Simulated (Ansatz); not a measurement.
Frontier orbitals of `[SiH3][N]([SiH3])[GeH2][N]([SiH3])[SiH3]`.

The species carries charge 0 and has multiplicity 1. Correlated methods include outer-core shells of Ge, which these sets cover unevenly. Scalar relativity is left out up to krypton. Geometry: relaxed with PBE0-D4/def2-TZVP. It is one conformer, not always the lowest. Basis def2-TZVPP, the Gaussian-basis code of Ansatz.

```
functional  HOMO (eV)  LUMO (eV)  gap (eV)
       PBE      -6.24      -1.19      5.05
    r2SCAN      -6.54      -0.89      5.65
      PBE0      -7.51      -0.34      7.17
   r2SCANh      -7.01      -0.60      6.41
   r2SCAN0      -7.72      -0.16      7.56
   ωB97M-V      -9.76       1.38     11.14
```

Against PBE, PBE0 changes HOMO and LUMO by −1.27 and +0.86 eV, ωB97M-V by −3.52 and +2.58 eV. A gap of 5.05 eV thus becomes 11.15 eV for the same molecule, so an orbital gap means little without its functional. A positive LUMO is unbound and depends on the basis.
